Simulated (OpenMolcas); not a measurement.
## d8 ions of charge +2 down a group with 6 chloride ligands in octahedral coordination

```
Program             : OpenMolcas 26.06
Method              : SS-CASPT2, IPEA 0.25 Eh, imaginary shift 0.1 Eh
Spin-orbit coupling : state interaction with AMFI integrals over the reference wave functions
```

The d shell is active; CASPT2 correlates the ligand valence shells and the outer metal core. Anionic complexes are neutralised by point charges behind the ligands. Distances were set from a Shannon-type radius of the metal (high-spin where two are listed) plus a fixed donor radius (Cl 1.76 Å). Ligand basis ANO-RCC-VDZP, DKH2 Hamiltonian. States (labels of O, the rotations of Oh). Energies in cm-1 above the lowest state or level, χT in cm3 K/mol. Spin-only χT is S(S+1) / 2 for the spin of the ground state.

| Ion | Shell | R (Å) | Metal basis | Outer charge (e at Å behind ligand) | Ground state | First state of that spin | First gap with spin-orbit (degeneracies) | χT at 300 K | First state of another spin | Spin-only χT |
| --- | --- | --- | --- | --- | --- | --- | --- | --- | --- | --- |
| Ni2+ | 3d8 | 2.45 | ANO-RCC-VDZP | 0.67 at 2.8 | 3A2 | 3T2 5250 | 4900 (3, 2) | 1.574 | 1E 12430 | 1.000 |
| Pd2+ | 4d8 | 2.62 | ANO-RCC-VDZP | 0.67 at 2.6 | 3A2 | 3T2 8620 | 6330 (3, 2) | 1.588 | 1E 7210 | 1.000 |
| Pt2+ | 5d8 | 2.56 | ANO-RCC-VTZP | 0.67 at 2.8 | 3A2 | 3T2 12790 | 5030 (3, 2) | 1.796 | 1E 5990 | 1.000 |

The rows also differ in their metal basis and outer charges, so part of each step comes from that.

Every ion keeps the highest spin of its shell. χT departs most from the spin-only value for Pt2+, by +0.796 cm3 K/mol.

Roots that are degenerate in the reference are averaged as groups; the widest CASPT2 spread within a group is 1000 cm-1 (the 3-fold group of multiplicity 1 near 20400 cm-1 above the lowest state of its run, Pd2+). Shifts and gaps below about the spread of the groups concerned are not significant. Over all roots computed the reference weight is 0.66 to 0.67 in Ni2+, 0.65 to 0.66 in Pd2+, 0.64 to 0.65 in Pt2+; a low but even weight reflects the number of correlated electrons. Ligand-to-metal charge-transfer states are missing. A single d shell leaves out the double-shell effect, which counts most for late 3d ions, where the CASPT2 field can be off either way by tens of per cent (holds for Ni2+). These CASPT2 states fit no ligand-field parameters well, so their order and spin gaps are uncertain (holds for Ni2+; Pd2+). For late 3d ions with one d shell CASPT2 can put B and the spin-flip bands somewhat low as well as high (holds for Ni2+). With one d shell and no ligand orbital active, 10Dq can be off by tens of per cent for divalent 3d ions, low with halides held by bare charges and at times high in hosts, and the orbital part of g and χT goes as 1/10Dq (holds for Ni2+). Free-ion shares, where given, are those of the reference states; single-state CASPT2 does not remix them (holds for Ni2+). Real 4d8 and 5d8 ions are as a rule square planar and diamagnetic (holds for Pd2+; Pt2+). With no ligand orbital active B as a rule stays too high, so bands that hang on it stand too high and its fall with covalency is understated (holds for Pd2+; Pt2+). With one d shell and no ligand orbital active, 10Dq can be off by a tenth or more (holds for Pd2+; Pt2+). The least metal-like active orbital is 85 % on the metal (Löwdin) and no ligand orbital is active, so the numbers are rough (holds for Pt2+). No measured value stands beside these numbers; the geometry is a model, was not optimised and need not be the one that this ion takes.
